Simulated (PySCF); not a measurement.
## From r²SCAN to CCSD(T): MMg along the alkali metals

r²SCAN and CCSD(T) in PySCF with def2-SVPD on every atom (core potentials on Rb, Cs), for the lowest determinant that a PBE0 search found; no spin–orbit coupling.

| molecule | state (unpaired electrons) | r²SCAN Re (Å) | r²SCAN ωe (cm⁻¹) | r²SCAN De (eV) | CCSD(T) Re (Å) | CCSD(T) ωe (cm⁻¹) | CCSD(T) De (eV) |
| --- | --- | --- | --- | --- | --- | --- | --- |
| LiMg | doublet (σ ↑) | 3.109 | 206 | 0.37 | 3.239 | 155 | 0.14 |
| KMg | doublet (σ ↑) | 3.946 | 84.1 | 0.22 | 4.217 | 56.5 | 0.09 |
| RbMg | doublet (σ ↑) | 4.135 | 70.9 | 0.19 | ? | ? | ? |
| CsMg | doublet (σ ↑) | 4.376 | 63.0 | 0.18 | 4.636 | 41.0 | 0.07 |

Q: Estimate the CCSD(T) values of RbMg by adding the mean shift from r²SCAN to CCSD(T) of the other rows, and compare with the calculation.

A: The mean shifts are +22.0 pm, -34 cm⁻¹ and -0.16 eV, which give 4.355 Å, 37.4 cm⁻¹ and 0.03 eV. CCSD(T)/def2-SVPD gives Re = 4.404 Å, ωe = 43.6 cm⁻¹, De = 0.07 eV.

Q: What are the mean differences of r²SCAN from CCSD(T) over the whole series?

A: Re -23.2 pm, ωe +32 cm⁻¹, De +0.15 eV.

In a basis of this size CCSD(T) is itself not converged; it tends to give bonds that are too long and too weak.

Correlated steps freeze the inner cores (1 to 6 orbitals); shallow outer-core shells are correlated. Weak bonds: CsMg, KMg, LiMg, RbMg. Basis-set superposition, not corrected here, can be much of De in a small basis, most of all at correlated wavefunction levels. Functionals without a dispersion term scatter widely for such bonds, and LDA overbinds them. Spin–orbit coupling is left out. States were picked by a PBE0 search and need not be the measured ground states.
